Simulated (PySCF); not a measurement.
## Telling isomers of C9H10O apart by NMR

[PySCF: structure optimised with GFN2-xTB; NMR shieldings at PBE0/pcSseg-1/GIAO; non-relativistic Hamiltonian; equivalent nuclei averaged; one conformer; isolated molecule]

Shifts are taken against calculated references (same method and geometry level): ¹H, ¹³C against TMS. Where no couplings were computed, multiplicities follow the n + 1 count of equivalent neighbours, and m marks all less simple cases (inequivalent or close neighbours, rings, F or P nearby). Shifts are as computed. Against solution values, carbons near 30 ppm lie about +3 ppm off and those near 130 ppm about +5 ppm. Of 1211 compounds with measured shifts, 218 miss one by over three times the rms of a fit or turn the order of signals round; such compounds aren't used in these exercises. OH and NH positions are gas-phase values without hydrogen bonding to other molecules.

(1) Tabulate the signals of `OCc1ccc2c(c1)CC2`, `C=C(C)c1ccc(O)cc1`, `C=CCc1cccc(O)c1` and their relative energies.

(2) What is the quickest way to tell OCc1ccc2c(c1)CC2 from C=C(C)c1ccc(O)cc1?

(3) What is the quickest way to tell OCc1ccc2c(c1)CC2 from C=CCc1cccc(O)c1?

(4) What is the quickest way to tell C=C(C)c1ccc(O)cc1 from C=CCc1cccc(O)c1?

Answers

(1) 
| SMILES | carbon types | δC | δH | E rel. (kcal/mol) |
| --- | --- | --- | --- | --- |
| OCc1ccc2c(c1)CC2 | 3×C 3×CH 3×CH2 | 152.3, 151.1, 147.3, 131.8, 129.8, 127.9, 73.1, 30.5, 30.3 | 7.49 (s, 1H), 7.40 (m, 1H), 7.40 (m, 1H), 4.76 (s, 2H), 3.31 (m, 2H), 3.28 (m, 2H), 0.02 (br s, 1H) | 15.4 |
| C=C(C)c1ccc(O)cc1 | 3×C 4×CH 1×CH2 1×CH3 | 163.4, 153.0, 140.1, 132.8, 118.4, 117.1, 25.0 | 7.57 (d, 2H), 6.91 (d, 2H), 5.43 (m, 1H), 5.32 (m, 1H), 4.24 (br s, 1H), 2.22 (s, 3H) | 0.0 |
| C=CCc1cccc(O)c1 | 2×C 5×CH 2×CH2 | 164.2, 150.0, 147.7, 136.0, 124.5, 119.0, 118.5, 117.8, 47.5 | 7.51 (m, 1H), 7.02 (d, 1H), 6.93 (d, 1H), 6.56 (s, 1H), 6.08 (m, 1H), 5.42 (m, 1H), 5.14 (m, 1H), 4.22 (br s, 1H), 3.32 (d, 2H) | 3.7 |

Energies are electronic energies at PBE0/pcSseg-1 on these geometries, without zero-point or thermal terms, each for the one conformer computed, which needn't be the lowest.

(2) Count the carbon signals: 9 against 7. The first has an sp3 CH2 on an aromatic ring at 30.5 ppm, the second an allylic methyl carbon (CH3) at 25.0 ppm. Their most deshielded carbons lie at 152.3 and 163.4 ppm.

(3) Both give the same number of carbon signals, but DEPT or the intensities differ. The first has an sp3 CH2 bonded to O, on an aromatic ring at 73.1 ppm, the second a terminal =CH2 carbon at 118.5 ppm. Their most deshielded carbons lie at 152.3 and 164.2 ppm.

(4) Count the carbon signals: 7 against 9. The first has an allylic methyl carbon (CH3) at 25.0 ppm, the second an sp3 CH2 on an aromatic ring at 47.5 ppm. Their most deshielded carbons lie at 163.4 and 164.2 ppm.
